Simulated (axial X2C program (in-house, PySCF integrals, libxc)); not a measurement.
What spin–orbit coupling does to SbAs

Calculated with an axial X2C code built on PySCF integrals. Spin-free means the one-electron spin-free X2C Hamiltonian; two-component (2c) means X2C with spin–orbit coupling and atomic mean-field two-electron Coulomb and Gaunt terms, so the difference of the two also holds small scalar two-electron terms. Basis: Sb dyall-cv3z [11s12p8d4f1g], As dyall-cv3z [9s9p6d4f1g] (cores contracted in-house); Gaussian nuclei, density fitting, unrestricted open shells. Masses: Sb 120.904 u, As 74.922 u.

Spin-free state: M_S = 0, Λ = 0 (closed shell); fragments Sb + As.

| level | Re (Å) | ωe (cm⁻¹) | De (eV) | μ (D) |
| --- | --- | --- | --- | --- |
| PBE0 | 2.277 | 374.9 | 3.102 | -0.95 |
| BLYP | 2.332 | 335.3 | 3.770 | -0.87 |

Dipoles are positive if As is the positive end.

Two-component determinant lowest at the distance of the search:

Ω = 0 (closed shell); fragments Sb + As.

| level | Re (Å) | ωe (cm⁻¹) | De (eV) | μ (D) |
| --- | --- | --- | --- | --- |
| PBE0 | 2.280 | 372.3 | 3.063 | -0.96 |
| BLYP | 2.335 | 333.1 | 3.691 | -0.89 |

Task: From the two tables, how do the constants change at the PBE0 level (2c against spin-free)?

Result: At the PBE0 level Re rises by 0.003 Å and ωe falls by 2.6 cm⁻¹; De changes by -0.039 eV.

The state is a single determinant with fixed occupations, the lowest that a limited PBE0 search found. Closed shells are restricted here (equal orbitals for both partners); the stretched side of such a curve lies too high. Dissociation energies refer to the lowest single-determinant-based atoms at the same level and basis.
